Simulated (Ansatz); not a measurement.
`BCC(Cl)Br` and `BCCCl` differ in one atom or group.

Ansatz, PBE0-D4/def2-TZVP geometries, multiplicity 1. Each molecule was computed in one conformer, which needn't be the lowest.

Scalar relativity is left out up to krypton.

```json
{"property": "LUMO energy (ωB97M-V/def2-TZVPP) / eV", "`BCC(Cl)Br`": "0.16"}
{"property": "size of the dipole moment (PBE/def2-TZVPP) / D", "`BCC(Cl)Br`": "1.70"}
{"property": "HOMO–LUMO gap (B3LYP/def2-TZVPP) / eV", "`BCC(Cl)Br`": "5.85"}
{"property": "HOMO–LUMO gap (PBE0/def2-TZVPP) / eV", "`BCC(Cl)Br`": "6.35"}
{"property": "HOMO energy (B3LYP/def2-TZVPP) / eV", "`BCC(Cl)Br`": "-7.88"}
{"property": "LUMO energy (B3LYP/def2-TZVPP) / eV", "`BCC(Cl)Br`": "-2.03"}
```

Problem. Give the same properties after the change, and the shifts. (Estimate.)

Solution. Computed: 
```tsv
property	`BCCCl`	shift
LUMO energy (ωB97M-V/def2-TZVPP) / eV	0.48	0.32
size of the dipole moment (PBE/def2-TZVPP) / D	2.14	0.44
HOMO–LUMO gap (B3LYP/def2-TZVPP) / eV	6.38	0.53
HOMO–LUMO gap (PBE0/def2-TZVPP) / eV	6.87	0.52
HOMO energy (B3LYP/def2-TZVPP) / eV	-8.09	-0.21
LUMO energy (B3LYP/def2-TZVPP) / eV	-1.70	0.33
```

With PBE0 the HOMO falls by 0.19 eV and the LUMO rises by 0.33 eV, so the gap widens by about 0.52 eV. PBE moves the HOMO by -0.10 eV and ωB97M-V by -0.26 eV. Dipoles are sizes alone; their direction can turn.

B3LYP here is the variant with VWN-RPA as its local correlation; programs differ in this.

Spin–orbit coupling is left out; it splits and shifts lone-pair levels of the heavy atoms by tenths of an eV.
